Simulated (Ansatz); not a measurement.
`CCOB(C)Cl` from Hartree–Fock to CCSD(T)

Cartesian coordinates in Å:
```
C 1.323 1.673 0.339
C -0.159 1.432 0.190
O -0.405 0.213 -0.502
B -0.581 -0.987 0.066
C -0.818 -2.257 -0.806
Cl -0.549 -1.156 1.848
H 1.815 1.671 -0.635
H 1.499 2.642 0.812
H 1.780 0.902 0.963
H -0.622 2.217 -0.413
H -0.651 1.411 1.165
H -1.767 -2.733 -0.541
H -0.041 -3.004 -0.613
H -0.825 -2.025 -1.872
```

Total charge 0; spin multiplicity 1. The structure was optimised at the PBE0-D4/def2-TZVP level. It is one conformer, not always the lowest. Frozen core, restricted reference, the Gaussian-basis code of Ansatz. CBS rows extrapolate triple and quadruple zeta; past MP2 they add the triple-zeta difference.

```
     basis     HF (Eh)  MP2 corr.
def2-TZVPP  -677.51642   -1.04832
def2-QZVPP  -677.53935   -1.12630
```

(1) Estimate the CCSD correlation energy and the (T) correction in each basis where they were run (hartree).

Results:

(1) 
```csv
basis,CCSD corr.,(T)
def2-TZVPP,-1.10541,-0.04420
CBS(def2),-1.24115,as TZ
```
